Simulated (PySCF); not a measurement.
The calculation used delta-SCF UKS SCAN, pcX-2 on the ionised atom, pcseg-1 elsewhere, spin-free X2C (PySCF 2.14.0). Geometries: GFN2-xTB; isolated species, one conformer each. Values against the vacuum level.

(1) Rank by computed C 1s binding energy, lowest first.
A. C5 in `[F:1][CH2:2][CH2:3][C:4]1=[C:5]([F:6])[CH2:7]1`
B. C1 in `[CH3:1][C:2]1=[CH:3][C:4]([F:5])([F:6])[CH2:7]1`
C. C2 in `[CH3:1][C:2]#[C:3][CH2:4][CH:5]([F:6])[F:7]`
D. C3 in `[F:1][CH2:2][C:3]1=[CH:4][CH2:5][C@@H:6]1[F:7]`

(2) Rank by computed F 1s binding energy, lowest first.
A. F6 in `[F:1][CH2:2][CH2:3][C:4]1=[C:5]([F:6])[CH2:7]1`
B. F1 in `[F:1][CH2:2][C:3]1=[CH:4][CH2:5][C@@H:6]1[F:7]`
C. Fluorine in `CC#CCC(F)F`
D. Fluorine in `CC1=CC(F)(F)C1`

Results:

(1) C (290.37 eV), D (290.78 eV), B (291.33 eV), A (292.98 eV).

From the lowest up, the atoms are bonded to: C (triple bond) and C (290.37); C (double bond) and 2 C (290.78); C and 3 H (291.33); F, C (double bond) and C (292.98).

(2) B (692.19 eV), D (692.64 eV), C (693.10 eV), A (693.59 eV).

From the lowest up, the atoms are bonded to: C (692.19); C (692.64); C (693.10); C (693.59).
